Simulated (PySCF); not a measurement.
C₂H₉AlOSi (SMILES [CH3][Al]([CH3])[O][SiH3]), singlet, at a GFN2-xTB geometry (such geometries of metal compounds can be far from the true shape); MP2/STO-3G (PySCF).

Input for PySCF:
```python
from pyscf import gto, scf, mp

mol = gto.M(
    atom='''
Al    0.16418219    0.80306897    0.52935491
C     1.71992852    1.91197601   -0.04275149
H     2.65378921    1.34370309    0.00714559
H     1.85268461    2.80857798    0.56567260
H     1.61632416    2.23576822   -1.08292934
C    -1.10034460    1.11363958    2.03992938
H    -1.09292977    0.27495355    2.74276804
H    -2.13109745    1.20242795    1.68352884
H    -0.87444355    2.01710462    2.60931924
O    -0.12203492   -0.58596264   -0.38609585
Si   -0.39320375   -1.92451346   -1.27014763
H    -1.59910444   -2.56410911   -0.74057254
H     0.78190080   -2.78542267   -1.12070468
H    -0.57786386   -1.49570395   -2.65807554
''',
    basis='sto-3g',
    verbose=4,
)

mf = scf.RHF(mol)
mf.kernel()

pt = mp.MP2(mf)
pt.kernel()
print('E(MP2) = %.10f' % pt.e_tot)
```

Question: What does PySCF print? Leave out banner, timings and long lists.

Answer: 
```
PySCF version 2.14.0

[INPUT] verbose = 4
[INPUT] num. atoms = 14
[INPUT] num. electrons = 56
[INPUT] charge = 0
[INPUT] spin (= nelec alpha-beta = 2S) = 0
[INPUT] symmetry False subgroup None
[INPUT] Mole.unit = angstrom
[INPUT] Symbol           X                Y                Z      unit          X                Y                Z       unit  Magmom
[INPUT]  1 Al     0.164182190000   0.803068970000   0.529354910000 AA    0.310259373631   1.517580412437   1.000335802594 Bohr   0.0
[INPUT]  2 C      1.719928520000   1.911976010000  -0.042751490000 AA    3.250193856629   3.613111015639  -0.080788607517 Bohr   0.0
[INPUT]  3 H      2.653789210000   1.343703090000   0.007145590000 AA    5.014934799226   2.539230832832   0.013503208098 Bohr   0.0
[INPUT]  4 H      1.852684610000   2.808577980000   0.565672600000 AA    3.501066508097   5.307443181684   1.068966290171 Bohr   0.0
[INPUT]  5 H      1.616324160000   2.235768220000  -1.082929340000 AA    3.054409990918   4.224989613806  -2.046439864856 Bohr   0.0
[INPUT]  6 C     -1.100344600000   1.113639580000   2.039929380000 AA   -2.079349936644   2.104473807676   3.854907841654 Bohr   0.0
[INPUT]  7 H     -1.092929770000   0.274953550000   2.742768040000 AA   -2.065337938684   0.519586906477   5.183080418810 Bohr   0.0
[INPUT]  8 H     -2.131097450000   1.202427950000   1.683528840000 AA   -4.027190525259   2.272259510022   3.181408430407 Bohr   0.0
[INPUT]  9 H     -0.874443550000   2.017104620000   2.609319240000 AA   -1.652458820892   3.811775296395   4.930898735158 Bohr   0.0
[INPUT] 10 O     -0.122034920000  -0.585962640000  -0.386095850000 AA   -0.230612576433  -1.107308908827  -0.729615414331 Bohr   0.0
[INPUT] 11 Si    -0.393203750000  -1.924513460000  -1.270147630000 AA   -0.743047398652  -3.636803362439  -2.400231158465 Bohr   0.0
[INPUT] 12 H     -1.599104440000  -2.564109110000  -0.740572540000 AA   -3.021869436176  -4.845463971402  -1.399479275974 Bohr   0.0
[INPUT] 13 H      0.781900800000  -2.785422670000  -1.120704680000 AA    1.477578368578  -5.263685987455  -2.117824911718 Bohr   0.0
[INPUT] 14 H     -0.577863860000  -1.495703950000  -2.658075540000 AA   -1.092004432684  -2.826470828930  -5.023034789005 Bohr   0.0

nuclear repulsion = 269.122865325038
number of shells = 28
number of NR pGTOs = 126
number of NR cGTOs = 42
basis = sto-3g
ecp = {}

******** <class 'pyscf.scf.hf.RHF'> ********
method = RHF
initial guess = minao
damping factor = 0
level_shift factor = 0
DIIS = <class 'pyscf.scf.diis.CDIIS'>
diis_start_cycle = 1
diis_space = 8
diis_damp = 0
SCF conv_tol = 1e-09
SCF conv_tol_grad = None
SCF max_cycles = 50
direct_scf = True
direct_scf_tol = 1e-13
Set gradient conv threshold to 3.16228e-05
Initial guess from minao.
init E= -678.27531572103
  HOMO = -0.295241584461099  LUMO = 0.1274582154768  gap/eV = 11.50225
cycle= 1 E= -678.482908091788  delta_E= -0.208  |g|= 0.554  |ddm|=  4.1
  HOMO = -0.0817165259618208  LUMO = 0.387880288875626  gap/eV = 12.77838
cycle= 2 E= -678.590682216174  delta_E= -0.108  |g|= 0.228  |ddm|= 1.16
  HOMO = -0.261792266582745  LUMO = 0.360741270134695  gap/eV = 16.94000
cycle= 3 E= -678.607776811096  delta_E= -0.0171  |g|= 0.0342  |ddm|= 0.346
  HOMO = -0.266979241332804  LUMO = 0.353848710424509  gap/eV = 16.89359
cycle= 4 E= -678.608456546272  delta_E= -0.00068  |g|= 0.00542  |ddm|= 0.0826
  HOMO = -0.266393314845118  LUMO = 0.354550674400263  gap/eV = 16.89675
cycle= 5 E= -678.608472313986  delta_E= -1.58e-05  |g|= 0.00134  |ddm|= 0.0119
  HOMO = -0.26621291085268  LUMO = 0.354829519598139  gap/eV = 16.89943
cycle= 6 E= -678.608473547153  delta_E= -1.23e-06  |g|= 0.000295  |ddm|= 0.00338
  HOMO = -0.266300667066198  LUMO = 0.354717316242031  gap/eV = 16.89876
cycle= 7 E= -678.6084736155  delta_E= -6.83e-08  |g|= 6.1e-05  |ddm|= 0.000803
  HOMO = -0.266293011084492  LUMO = 0.354719006430623  gap/eV = 16.89860
cycle= 8 E= -678.608473619135  delta_E= -3.63e-09  |g|= 1.2e-05  |ddm|= 0.00019
  HOMO = -0.266285541038655  LUMO = 0.354722212841481  gap/eV = 16.89848
cycle= 9 E= -678.608473619279  delta_E= -1.44e-10  |g|= 1.25e-06  |ddm|= 4.38e-05
  HOMO = -0.266285737851483  LUMO = 0.354722157568318  gap/eV = 16.89849
Extra cycle  E= -678.60847361928  delta_E= -9.09e-13  |g|= 3.96e-07  |ddm|= 2.47e-06
converged SCF energy = -678.60847361928

******** <class 'pyscf.mp.mp2.RMP2'> ********
nocc = 28, nmo = 42
E(RMP2) = -678.827331735974  E_corr = -0.218858116693469
E(SCS-RMP2) = -678.845978608409  E_corr = -0.237504989129029
E_corr(same-spin) = -0.0289900971959235
E_corr(oppo-spin) = -0.189868019497545
E(MP2) = -678.8273317360
```
